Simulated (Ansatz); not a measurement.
`FB(F)S` + H₂ → `FBF` + H₂S at 298.15 K and 1 bar (hydrogenolysis of a B–S bond).

Computed with Ansatz on PBE0-D4/def2-TZVP structures; ΔE is electronic, products minus reactants. CBS: def2 TZ/QZ extrapolation, frozen cores. Each species was taken in one conformer, which may not be the lowest.

```json
{"species": "`FB(F)S`", "CCSD(T)/CBS energy (Eh)": "-622.90160", "H − E (kJ/mol)": "65.1", "S (J/(mol·K))": "288.1"}
{"species": "H₂", "CCSD(T)/CBS energy (Eh)": "-1.17463", "H − E (kJ/mol)": "35.1", "S (J/(mol·K))": "130.4"}
{"species": "`FBF`", "CCSD(T)/CBS energy (Eh)": "-225.09114", "H − E (kJ/mol)": "57.8", "S (J/(mol·K))": "244.5"}
{"species": "H₂S", "CCSD(T)/CBS energy (Eh)": "-398.97119", "H − E (kJ/mol)": "49.9", "S (J/(mol·K))": "205.7"}
```

H − E and S are ideal-gas, rigid-rotor, harmonic terms from PBE0-D4/def2-TZVP, for one conformer and one mirror image of each species. 1 Eh = 2625.50 kJ/mol, R = 8.31446 J/(mol·K).

Q: By hand: ΔE, ΔH, ΔS and ΔG.

A: ΔE = (-225.09114) + (-398.97119) − (-622.90160) − (-1.17463) = 0.01390 Eh = 36.5 kJ/mol. Δ(H − E) = 57.8 + 49.9 − 65.1 − 35.1 = 7.5, so ΔH = 44.0 kJ/mol. ΔS = 244.5 + 205.7 − 288.1 − 130.4 = 31.7 J/(mol·K). ΔG = 44.0 − 298.15 × (31.7)/1000 = 34.5 kJ/mol.

Q: By hand: the equilibrium constant, and the temperature at which ΔG would vanish if ΔH and ΔS stayed fixed.

A: log₁₀ K = −ΔG/(RT ln 10) = -6.0. ΔG = 0 at ΔH/ΔS = 1388 K.

ΔH outweighs TΔS. A doubt of 5 kJ/mol in ΔE shifts log₁₀ K by 0.9 here. Other conformers and mirror images would add mixing entropy, several J/(mol·K) or more a flexible species. These are equilibria of isolated gas molecules and say nothing of rates. Largest T1 diagnostic: 0.013 (customary marks: 0.02 for closed shells, 0.045 for open ones).
